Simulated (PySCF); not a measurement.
PySCF 2.14 output of an unrestricted PBE calculation on a single atom or ion in x2c-TZVPPall with one added diffuse shell each of s, p, d, f type (9s7p7d3f1g, 95 functions), with the spin-free X2C one-electron Hamiltonian (Gaussian nucleus):

```
SCF conv_tol = 1e-09
number electrons alpha = 24  beta = 22
    J. P. Perdew, K. Burke, and M. Ernzerhof.,  Phys. Rev. Lett. 77, 3865 (1996)
    J. P. Perdew, K. Burke, and M. Ernzerhof.,  Phys. Rev. Lett. 78, 1396 (1997)
    J. P. Perdew, K. Burke, and M. Ernzerhof.,  Phys. Rev. Lett. 77, 3865 (1996)
    J. P. Perdew, K. Burke, and M. Ernzerhof.,  Phys. Rev. Lett. 78, 1396 (1997)
cycle= 1 E= -5592.21698390976  delta_E= -0.0171  |g|= 0.0674  |ddm|= 0.35
cycle= 2 E= -5592.21711439345  delta_E= -0.00013  |g|= 0.0425  |ddm|= 0.0552
cycle= 3 E= -5592.21729947217  delta_E= -0.000185  |g|= 0.0122  |ddm|= 0.0263
cycle= 4 E= -5592.21732183242  delta_E= -2.24e-05  |g|= 0.000242  |ddm|= 0.00677
cycle= 5 E= -5592.21732184361  delta_E= -1.12e-08  |g|= 6.87e-06  |ddm|= 0.000188
cycle= 6 E= -5592.21732184362  delta_E= -9.09e-12  |g|= 1.4e-06  |ddm|= 7.75e-06
converged SCF energy = -5592.21732184362  <S^2> = 2.0004626  2S+1 = 3.0003084
```

The run itself started from symmetry-adapted Hartree-Fock orbitals and held the occupation by maximum overlap, on a logarithmic radial grid, so the iterations belong to that start.

Task: Which element, charge and spin multiplicity is this?

Result: Cd²⁺ (cadmium, charge +2), multiplicity 3; the state was [Kr] 4d9 5s1, high-spin 3D determinant (an excited configuration).
